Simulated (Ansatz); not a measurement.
Cost and result for the atomization energy of CH10BNSi2 (`BN(C)[SiH2][SiH3]`) (15 atoms, 14 bonds).

```xyz
15

B    -1.216    0.042   -1.160
N     0.003   -0.490   -0.743
C     0.718   -1.484   -1.535
Si    0.774   -0.011    0.762
Si   -0.475    1.581    1.928
H    -1.767    0.858   -0.475
H    -1.700   -0.319   -2.196
H     0.157   -1.707   -2.443
H     1.711   -1.120   -1.819
H     0.852   -2.413   -0.971
H     2.135    0.513    0.446
H     0.981   -1.233    1.594
H    -1.811    1.050    2.302
H    -0.637    2.827    1.135
H     0.273    1.906    3.175
```

The species carries charge 0 and has multiplicity 1. Geometry: relaxed with PBE0-D4/def2-TZVP. It is one conformer, not always the lowest. Program: Ansatz. All runs use 4 threads of an Arm Neoverse V1 on a shared host. Times are those of one run each, without the atoms' runs, and a repeat can differ threefold. Electronic energies, without spin–orbit coupling; frozen cores. CCSD(T)/CBS adds CCSD(T) − MP2 in def2-TZVPP to the MP2 limit, and its time is that of the two runs behind it. T1 = 0.013. B3LYP takes the VWN-RPA correlation (the form of Gaussian; ORCA's B3LYP/G). HSE06 is the plane-wave form, built on full-range PBE exchange.

CCSD(T)/CBS is a level of theory with its own doubt, some kJ/mol a heavy atom from the limit and from the frozen cores, so smaller differences don't rank the functionals.

```
                            level  functions  atomization (kcal/mol)  difference from CCSD(T)/CBS  per bond
                 CCSD(T)/def2-SVP        128                  1151.7                        -66.5      -4.7
           LDA (SPW92)/def2-TZVPP        317                  1362.3                        144.1      10.3
               BLYP-D4/def2-TZVPP        317                  1215.0                         -3.2      -0.2
             revPBE-D4/def2-TZVPP        317                  1203.7                        -14.5      -1.0
               CCSD(T)/def2-TZVPP        317                  1189.0                        -29.2      -2.1
B3LYP-D4/def2-TZVPP (with forces)        317                  1224.8                          6.6       0.5
                CCSD(T)/CBS(def2)          –                  1218.2                          0.0       0.0
                B2PLYP/def2-TZVPP        317                  1206.7                        -11.5      -0.8
  PBE-D4/def2-TZVPP (with forces)        317                  1224.6                          6.4       0.5
              HSE06-D4/def2-TZVPP        317                  1216.0                         -2.2      -0.2
 ωB97M-V/def2-TZVPP (with forces)        317                  1223.4                          5.2       0.4
          CAM-B3LYP-D4/def2-TZVPP        317                  1229.0                         10.8       0.8
                   MP2/def2-QZVPP        611                  1207.7                        -10.5      -0.7
```

Problem. Order the runs by time, with rough figures. (An estimate is asked.)

Solution. Computed: LDA (SPW92)/def2-TZVPP 1.9 s; revPBE-D4/def2-TZVPP 3.2 s; BLYP-D4/def2-TZVPP 3.2 s; PBE-D4/def2-TZVPP (with forces) 3.7 s; HSE06-D4/def2-TZVPP 5.5 s; CAM-B3LYP-D4/def2-TZVPP 5.5 s; B3LYP-D4/def2-TZVPP (with forces) 8 s; B2PLYP/def2-TZVPP 8.5 s; CCSD(T)/def2-SVP 8.5 s; ωB97M-V/def2-TZVPP (with forces) 18 s; MP2/def2-QZVPP 40 s; CCSD(T)/def2-TZVPP 18 min; CCSD(T)/CBS(def2) 18 min.

From PBE to PBE0 (25 % exact exchange), in def2-TZVPP and without D4, the atomization energy moves by −7.9 kcal/mol: exact exchange takes away binding that semilocal exchange gives to molecules. At CCSD(T), def2-SVP lies −66.5 kcal/mol from the extrapolated value and def2-TZVPP −29.2 kcal/mol: correlation converges slowly with the basis, and small sets miss more of it in the bonded molecule than in its fragments. In def2-TZVPP, CCSD(T) changes the Hartree–Fock value by +268.0 kcal/mol (the triples alone add +12.9 kcal/mol) and MP2 by +269.4 kcal/mol; breaking electron pairs costs correlation energy, which Hartree–Fock lacks.
